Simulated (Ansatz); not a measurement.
Correlation energies of C2H6Cl4Ga2 (`[CH3][Ga@-]1([Cl])[Cl+][Ga@@-]([CH3])([Cl])[Cl+]1`) by basis set

Z-matrix (Å, degrees):
```
C
Ga 1 1.945
H 1 1.091 2 109.7
H 1 1.091 2 109.8 3 119.5
H 1 1.090 2 110.0 3 -120.2
Cl 2 2.351 1 110.7 3 71.1
Cl 2 2.139 1 127.0 3 -59.7
Cl 2 2.350 1 110.8 3 169.4
Ga 6 2.350 2 89.8 1 116.6
C 9 1.945 6 110.8 2 -116.6
Cl 9 2.139 6 106.0 2 102.3
H 10 1.091 9 109.7 6 169.4
H 10 1.091 9 109.8 6 -71.0
H 10 1.090 9 110.0 6 49.2
```

Charge 0, multiplicity 1. Correlated methods include outer-core shells of Ga, which these sets cover unevenly. Scalar relativity is left out up to krypton. Geometry: relaxed with PBE0-D4/def2-TZVP. Frozen core, restricted reference, Ansatz.

```json
{"basis": "def2-SVP", "HF (Eh)": "-5762.88923", "MP2 corr.": "-1.24847", "CCSD corr.": "-1.30381", "(T)": "-0.03699", "CCSD(T) total": "-5764.23003"}
{"basis": "def2-TZVPP", "HF (Eh)": "-5764.09861", "MP2 corr.": "-1.56947", "CCSD corr.": "-1.64040", "(T)": "-0.07165", "CCSD(T) total": "-5765.81066"}
{"basis": "def2-QZVPP", "HF (Eh)": "-5764.23233", "MP2 corr.": "-2.16495", "CCSD corr.": "–", "(T)": "–", "CCSD(T) total": "–"}
```
